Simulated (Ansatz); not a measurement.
CH3N (SMILES C[N]): geometry of the low-spin state from B3LYP-D3(BJ)/def2-TZVP.
(charge 0, multiplicity 1):
| atom | x (Å) | y (Å) | z (Å) |
|---|---|---|---|
| C | -0.5333 | 0.0606 | 0.0404 |
| N | 0.8540 | -0.0971 | -0.0647 |
| H | -0.8723 | -0.0929 | 1.0779 |
| H | -0.8418 | 1.0726 | -0.2689 |
| H | -1.0643 | -0.6638 | -0.5985 |
The high-spin state stands at its own minimum; R- takes a restricted low-spin state.

Codes used: Ansatz (Gaussian basis) for Hartree–Fock, density functionals and correlated methods. Values without a source in brackets are computed.

The gap E(multiplicity 1) − E(multiplicity 3) (kcal/mol) and the share of exact exchange:

| functional | exact exchange (%) | value |
|---|---|---|
| R-PBE/def2-TZVPP | 0 | 44.56 |
| R-PBE0/def2-TZVPP | 25 | 48.61 |
| R-B3LYP/def2-TZVPP | 20 | 44.13 |
| R-BHLYP/def2-TZVPP | 50 | 48.21 |
| R-r2SCAN/def2-TZVPP | 0 | 51.80 |

Problem. Take the value as linear in the share of exact exchange along PBE and PBE0. Give the slope, say whether the sign turns, and set the other functionals against that line.

Solution. 
Slope: (48.61 − (44.56))/2.5 = 1.62 kcal/mol for each 10 %. The line keeps its sign from 0 to 100 %. At 50 % it gives 52.7 kcal/mol. From B3LYP to BHLYP the slope is (48.21 − (44.13))/3 = 1.36 for each 10 %. BHLYP, at 50 %, lies -4.5 from the PBE line. B3LYP, at 20 %, lies -3.7 from the PBE line. r2SCAN, with none, stands 7.2 from PBE.

Doubts at one or more of the structures used: a restricted determinant that unrestricted orbitals would lower (R-PBE/def2-TZVPP, R-PBE0/def2-TZVPP, R-B3LYP/def2-TZVPP, R-BHLYP/def2-TZVPP, R-r2SCAN/def2-TZVPP).

Ansatz is a first-principles code.
